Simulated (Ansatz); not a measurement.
All numbers were calculated with Ansatz.

Basis-set series for F₂GeHO, SMILES `[OH][Ge]([F])[F]` radical. Charge 0, multiplicity 2. The structure was optimised at the PBE0-D4/def2-TZVP level. It is one conformer, not always the lowest.

```tsv
functional	basis	functions	energy (Eh)	HOMO (eV)	LUMO (eV)
PBE0-D4	def2-SVP	79	-2351.56267	-7.71	-4.10
PBE0-D4	def2-TZVPP	155	-2352.18069	-7.89	-4.22
ωB97M-V	def2-SVP	79	-2351.90574	-9.80	-2.16
ωB97M-V	def2-TZVPP	155	-2352.52963	-10.00	-2.34
```

(1) Give the rows for def2-QZVPP. (An estimate is asked.)

Results:

(1) The calculation gave: 
```json
{"functional": "PBE0-D4", "basis": "def2-QZVPP", "functions": "290", "energy (Eh)": "-2352.24242", "HOMO (eV)": "-7.95", "LUMO (eV)": "-4.30"}
{"functional": "ωB97M-V", "basis": "def2-QZVPP", "functions": "290", "energy (Eh)": "-2352.58909", "HOMO (eV)": "-10.08", "LUMO (eV)": "-2.47"}
```

HOMO and LUMO are taken over both spins. Scalar relativity is left out up to krypton.
